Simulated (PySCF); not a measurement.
F5V, multiplicity 1. Atoms are numbered in the order given.

```xyz
6

V      0.0000     0.0000     0.0000
F      0.0000     0.0000     1.7210
F      0.0000     0.0000    -1.7210
F     -1.6843     0.0000     0.0000
F      0.8421     1.4586     0.0000
F      0.8421    -1.4586     0.0000
```
Charge 0, spin multiplicity 1.

Coordinates come from a ωB97X-D3(BJ)/def2-SVP optimisation. The multiplicity is an assumed one; no other spin state was optimised. The isomer is the one that the SMILES or the coordinates give; other isomers of the formula were not compared.

Calculation: PySCF with M06-2X/def2-TZVP.

ESP charges are fitted to the potential on shells at 1.4 to 2.0 van der Waals radii. Atomic charges (e):

```json
[
 {"atom": "V1", "Mulliken": "1.89", "ESP fit": "1.31"},
 {"atom": "F2", "Mulliken": "-0.41", "ESP fit": "-0.32"},
 {"atom": "F3", "Mulliken": "-0.41", "ESP fit": "-0.32"},
 {"atom": "F4", "Mulliken": "-0.36", "ESP fit": "-0.23"},
 {"atom": "F5", "Mulliken": "-0.36", "ESP fit": "-0.23"},
 {"atom": "F6", "Mulliken": "-0.36", "ESP fit": "-0.23"}
]
```
